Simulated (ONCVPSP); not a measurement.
# What the settings do to the ONCV potential of K (Z = 19)

Base potential:

| Quantity | Value |
| --- | --- |
| Element | K (Z = 19) |
| Generator | ONCVPSP 4.0.1 |
| Type | optimised norm-conserving Vanderbilt (ONCV) |
| Functional | LDA (Perdew-Wang 92) |
| Relativity | scalar-relativistic |
| Frozen core | [Ne] |
| Valence charge | 9 |
| Reference configuration | 3s2 3p6 4s1 |
| Partial waves | 3s+4s: rc 2.30 bohr, ncon 4, nbas 7, qcut 4.1 1/bohr, 2 projectors; 3p: rc 2.20 bohr, ncon 5, nbas 9, qcut 5.7 1/bohr, 2 projectors, debl 1.9 Ha; d scattering state at 0.06 Ha: rc 2.05 bohr, ncon 4, nbas 7, qcut 4.3 1/bohr, 3 projectors, debl 2.1 Ha |
| Local potential | polynomial inside 1.30 bohr (lpopt 5, dvloc0 0 Ha) |
| Core correction | polynomial model core, fcfact 0.3 |

Cutoffs, loose and tight: the cutoffs (Ha) at which the residual kinetic energy of the hardest occupied pseudo-wave falls to 1 and 0.1 mHa per electron. They do not see the model core or the augmentation charge, which bear on the density cutoff. Test errors are all-electron minus pseudo excitation energies from the reference, over the configurations 3s2 3p6 4s0; 3s2 3p6 4s0.5; 3s2 3p6 4s0 4p1; 3s1 3p6 4s1. A dash means not determined; rows that change the core or the reference have their own tests.

For the base: The cutoffs count occupied waves only; projector 3 of the d channel, the hardest unoccupied one, needs 63 Ha at the loose tolerance.

A true bound ghost makes a file unfit for plane-wave use even where its test errors are small: the radial tests pick states by their node count and pass the ghost by.

| change | outcome | cutoff, loose | cutoff, tight | bound ghosts | GHOST(+) flags above zero | largest test error (meV) |
| --- | --- | --- | --- | --- | --- | --- |
| base | generated | 11 Ha | 14 Ha | none | d | -240 |
| local potential polynomial inside 1.30 bohr (lpopt 5, dvloc0 -0.5 Ha) | generated | 11 Ha | 14 Ha | none | d | -240 |
| reference 3s2 3p6 3d1; waves 3s: rc 2.30 bohr, ncon 4, nbas 7, qcut 4.1 1/bohr, 2 projectors, debl 1.4 Ha; 3d: rc 2.05 bohr, ncon 4, nbas 7, qcut 4.3 1/bohr, 3 projectors, debl 2.1 Ha | generated | 17 Ha | 38 Ha | none | d | +0.4 |
| core correction none | generated | 11 Ha | 14 Ha | none | d | -207 |
| s: ncon 5, nbas 8 | generated | 11 Ha | 15 Ha | none | d | -197 |
| p: debl 3.05 | generated | 11 Ha | 14 Ha | none | d | -241 |
| all radii but the core radius scaled by about 1.04 (s 2.38, p 2.28, d 2.12 bohr); local potential polynomial inside 1.36 bohr (lpopt 5, dvloc0 0 Ha) | generated | 11 Ha | 14 Ha | d | d | -253 |
| s: nbas 8 | generated | 11 Ha | 14 Ha | none | d | -244 |

Problem. What comes out with this change to the base: p: rc 1.84?

Solution. outcome: generated; cutoff, loose: 12 Ha; cutoff, tight: 14 Ha; bound ghosts: none; GHOST(+) flags above zero: d; largest test error (meV): -236.
